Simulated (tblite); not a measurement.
Species: C6H11BFN.
Numbering: `[CH:1]#[C:2][C@H:3]([BH2-:4][NH2+:5][CH3:6])/[CH:7]=[CH:8]\[F:9]` (hydrogens: H10 on C1; H11 on C3; H12, H13 on B4; H14, H15 on N5; H16, H17, H18 on C6; H19 on C7; H20 on C8)
Bond orders are those of one Lewis drawing.

Computed with GFN2-xTB (tblite), gas phase: L-BFGS steps from a force-field or distance-geometry start until the largest atomic force falls under 0.01 eV/Å.

Step 110: E = -741.4026 eV
```
atom  x, y, z in Å  |  force x, y, z in eV/Å
C1     -1.7548    2.8148   -1.7145   -0.002   0.005  -0.021
C2     -1.3166    1.9346   -1.0310    0.011  -0.011  -0.016
C3     -0.8306    0.8509   -0.2048   -0.001   0.017  -0.011
B4      0.6150    0.2621   -0.7823    0.022  -0.011  -0.009
N5      1.2690   -0.5560    0.4749   -0.010   0.030  -0.014
C6      2.5809   -1.1318    0.1920    0.020  -0.020   0.005
C7     -1.8541   -0.2286   -0.1476    0.013  -0.036   0.040
C8     -2.0091   -1.0893    0.8434   -0.017   0.015   0.029
F9     -1.2197   -1.0441    1.9665   -0.021   0.013   0.001
H10    -2.1185    3.5881   -2.3240    0.026  -0.013   0.027
H11    -0.6597    1.2456    0.8046   -0.014   0.006   0.006
H12     0.4666   -0.5275   -1.6598    0.013   0.019  -0.008
H13     1.3709    1.1416   -1.0455   -0.014  -0.006   0.019
H14     1.3291    0.0878    1.2616   -0.010   0.003  -0.032
H15     0.6114   -1.2871    0.7370    0.008   0.015  -0.015
H16     3.2521   -0.3384   -0.1348   -0.021  -0.048   0.019
H17     3.0077   -1.6338    1.0638   -0.032   0.034  -0.016
H18     2.4830   -1.8508   -0.6187    0.017   0.020  -0.019
H19    -2.4979   -0.3411   -1.0081    0.019  -0.001   0.038
H20    -2.7296   -1.8866    0.9144   -0.004  -0.031  -0.023
```

Step 111: E = -741.4030 eV
```
atom  x, y, z in Å  |  force x, y, z in eV/Å
C1     -1.7549    2.8128   -1.7167    0.058  -0.113   0.067
C2     -1.3172    1.9330   -1.0301   -0.045   0.126  -0.112
C3     -0.8302    0.8526   -0.2018   -0.008  -0.001  -0.001
B4      0.6146    0.2647   -0.7828    0.012  -0.028   0.012
N5      1.2680   -0.5557    0.4716   -0.035  -0.022   0.007
C6      2.5796   -1.1328    0.1915    0.007   0.015  -0.028
C7     -1.8526   -0.2278   -0.1448    0.026  -0.047   0.030
C8     -2.0068   -1.0888    0.8461   -0.020   0.013   0.038
F9     -1.2202   -1.0412    1.9711   -0.019   0.020  -0.006
H10    -2.1161    3.5833   -2.3304    0.016   0.000   0.020
H11    -0.6622    1.2481    0.8078    0.002   0.008   0.001
H12     0.4655   -0.5239   -1.6612    0.010   0.025  -0.009
H13     1.3705    1.1429   -1.0425    0.004   0.023   0.002
H14     1.3261    0.0818    1.2629   -0.006   0.034  -0.018
H15     0.6089   -1.2874    0.7291    0.007   0.011  -0.018
H16     3.2520   -0.3379   -0.1274    0.000  -0.033   0.012
H17     3.0023   -1.6399    1.0606   -0.022   0.012   0.017
H18     2.4842   -1.8444   -0.6251    0.015  -0.001  -0.029
H19    -2.4912   -0.3413   -1.0089    0.007  -0.011   0.048
H20    -2.7255   -1.8876    0.9181   -0.010  -0.031  -0.032
```

Question: Estimate the geometry and energy of step 112. (The exact step hangs on the optimiser's Hessian estimate; all steps are aligned on step 111, rigid shifts and turns removed.)

Answer: E = -741.4037 eV, largest force 0.067 eV/Å
```
atom  x, y, z in Å  |  force x, y, z in eV/Å
C1     -1.7555    2.8082   -1.7231    0.026  -0.048   0.015
C2     -1.3185    1.9326   -1.0322    0.000   0.052  -0.043
C3     -0.8294    0.8560   -0.1988   -0.018   0.010  -0.008
B4      0.6152    0.2683   -0.7820   -0.002  -0.033   0.022
N5      1.2653   -0.5601    0.4691   -0.037  -0.035   0.017
C6      2.5792   -1.1337    0.1899    0.008   0.019  -0.025
C7     -1.8503   -0.2257   -0.1399    0.022  -0.052   0.017
C8     -2.0041   -1.0865    0.8513   -0.019   0.018   0.023
F9     -1.2183   -1.0361    1.9765   -0.012   0.018   0.005
H10    -2.1166    3.5750   -2.3417    0.016  -0.003   0.024
H11    -0.6634    1.2539    0.8106    0.010   0.009  -0.014
H12     0.4631   -0.5151   -1.6660    0.022   0.042   0.012
H13     1.3733    1.1468   -1.0336    0.002   0.021  -0.008
H14     1.3166    0.0704    1.2671    0.005   0.024  -0.041
H15     0.6071   -1.2957    0.7184    0.005   0.012  -0.026
H16     3.2532   -0.3338   -0.1149   -0.007  -0.050   0.022
H17     2.9958   -1.6522    1.0563   -0.027   0.027  -0.013
H18     2.4893   -1.8346   -0.6377    0.015   0.016  -0.001
H19    -2.4872   -0.3393   -1.0053    0.002  -0.021   0.053
H20    -2.7202   -1.8879    0.9228   -0.011  -0.025  -0.032
```

The energy changes by -0.0006 eV. The first-order estimate −F·Δx gives -0.0009 eV and the mean of the old and new forces, exact on a quadratic surface, -0.0007 eV. The step makes an angle of 85° with the force vector and moves no atom by more than 0.017 Å.

What follows is the cost of the whole relaxation. Time: 1.2 s of wall time. Hardware: one thread, Arm Neoverse V1 (aarch64), shared host with 32 logical CPUs at a one-minute load of 21.
